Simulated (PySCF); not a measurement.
**Stretching GaBr**

Set-up: basis Ga def2-TZVPPD, Br def2-TZVPPD; no relativity; PySCF 2.14. Energies in eV from Ga + Br in their ground configurations at the same level. State: ¹Σ⁺ (singlet), closed shell.

All columns are PBE0. A positive dipole means Ga(−)Br(+).

```json
{"R (Å)": "2.047", "E (eV)": "-3.582", "μ (D)": "-0.19", "Mulliken charge on Ga (basis-dependent)": "0.06", "HOMO (eV)": "-6.74", "LUMO (eV)": "-1.35", "Mayer bond order": "1.19", "⟨S²⟩": "0.00"}
{"R (Å)": "2.142", "E (eV)": "-4.041", "μ (D)": "-0.85", "Mulliken charge on Ga (basis-dependent)": "0.15", "HOMO (eV)": "-6.95", "LUMO (eV)": "-1.48", "Mayer bond order": "1.11", "⟨S²⟩": "0.00"}
{"R (Å)": "2.237", "E (eV)": "-4.287", "μ (D)": "-1.52", "Mulliken charge on Ga (basis-dependent)": "0.24", "HOMO (eV)": "-7.13", "LUMO (eV)": "-1.62", "Mayer bond order": "1.03", "⟨S²⟩": "0.00"}
{"R (Å)": "2.309", "E (eV)": "-4.373", "μ (D)": "-2.03", "Mulliken charge on Ga (basis-dependent)": "0.29", "HOMO (eV)": "-7.25", "LUMO (eV)": "-1.72", "Mayer bond order": "0.98", "⟨S²⟩": "0.00"}
{"R (Å)": "2.380", "E (eV)": "-4.395", "μ (D)": "-2.55", "Mulliken charge on Ga (basis-dependent)": "0.34", "HOMO (eV)": "-7.34", "LUMO (eV)": "-1.82", "Mayer bond order": "0.94", "⟨S²⟩": "0.00"}
{"R (Å)": "2.451", "E (eV)": "-4.370", "μ (D)": "-3.05", "Mulliken charge on Ga (basis-dependent)": "0.39", "HOMO (eV)": "-7.42", "LUMO (eV)": "-1.93", "Mayer bond order": "0.90", "⟨S²⟩": "0.00"}
{"R (Å)": "2.547", "E (eV)": "-4.283", "μ (D)": "-3.72", "Mulliken charge on Ga (basis-dependent)": "0.44", "HOMO (eV)": "-7.48", "LUMO (eV)": "-2.06", "Mayer bond order": "0.86", "⟨S²⟩": "0.00"}
{"R (Å)": "2.666", "E (eV)": "-4.116", "μ (D)": "-4.55", "Mulliken charge on Ga (basis-dependent)": "0.48", "HOMO (eV)": "-7.48", "LUMO (eV)": "-2.23", "Mayer bond order": "0.82", "⟨S²⟩": "0.00"}
{"R (Å)": "2.808", "E (eV)": "-3.866", "μ (D)": "-5.50", "Mulliken charge on Ga (basis-dependent)": "0.53", "HOMO (eV)": "-7.24", "LUMO (eV)": "-2.43", "Mayer bond order": "0.79", "⟨S²⟩": "0.00"}
{"R (Å)": "2.999", "E (eV)": "-3.499", "μ (D)": "-6.72", "Mulliken charge on Ga (basis-dependent)": "0.56", "HOMO (eV)": "-6.89", "LUMO (eV)": "-2.68", "Mayer bond order": "0.76", "⟨S²⟩": "0.00"}
```

A fit through these points gives, at Re = 2.375 Å, μ = -2.51 D and dμ/dR = -7.15 D/Å; the reduced mass is 36.79 u.

**Question.** How strong is the fundamental in the double-harmonic approximation, I = 42.26·(dμ/dR)²/μred km/mol?

**Answer.** I = 42.26·(-7.15)²/36.79 = 58.7 km/mol at PBE0.
